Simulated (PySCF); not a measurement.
Two-dimensional NMR puzzle

Compound of formula C6H7N. Correlations simulated from computed shifts and the bond graph:

HSQC (one-bond C–H):
```
  δH     δC
7.44  142.1
3.69   42.2
3.04   93.2
1.18   15.6
1.17   15.6
```

COSY cross peaks (H two or three bonds apart, from the bond graph; peaks can be absent where the dihedral angle is near 90°):
```
  δH    δH
3.69  1.18
3.69  1.17
1.18  1.17
```

HMBC (two and three bonds, from the bond graph):
```
  δH                δC
7.44  93.2, 79.3, 42.2
3.69       142.1, 15.6
3.04       142.1, 79.3
1.18        42.2, 15.6
1.17        42.2, 15.6
```

Carbons without hydrogens: δ 79.3.

Theoretical values (PySCF): GFN2-xTB structure, σ from GIAO-PBE0/pcSseg-1. No solvent model, one averaged value for each set of equivalent atoms, one conformer, non-relativistic Hamiltonian.

Scale: ¹H and ¹³C vs TMS (reference shieldings calculated alike).

Exchangeable hydrogens are left out of these lists.

**Question.** Work out the connectivity.

**Answer.** SMILES C#C/C=N\C1CC1.

Numbering as in the mapped SMILES `[CH:1]#[C:2]/[CH:3]=[N:4]\[CH:5]1[CH2:6][CH2:7]1`. Hydrogens are named by the atom that carries them. Ha(C6), Ha(C7) are cis to N4 on the ring; Hb(C6), Hb(C7) are trans to N4 on the ring.

- δC 142.1 is C3, a C=N carbon (δH 7.44).
- δC 93.2 is C1, a terminal alkyne carbon (δH 3.04).
- δC 79.3 is C2, an alkyne carbon.
- δC 42.2 is C5, a three-membered-ring carbon (δH 3.69).
- δC 15.6 is C6/C7, a three-membered-ring carbon (δH 1.17, 1.18).
- HMBC from δH 7.44 reaches the proton-free carbon C2.
- HMBC from δH 3.04 reaches the proton-free carbon C2.
- COSY links 3.69–1.18, 3.69–1.17, 1.18–1.17.

The data come from this structure; uniqueness wasn't tested.

Shifts are as computed. Against solution values, carbons near 30 ppm lie about +3 ppm off and those near 130 ppm about +5 ppm. Of 1211 compounds with measured shifts, 218 miss one by over three times the rms of a fit or turn the order of signals round; such compounds aren't used in these exercises.
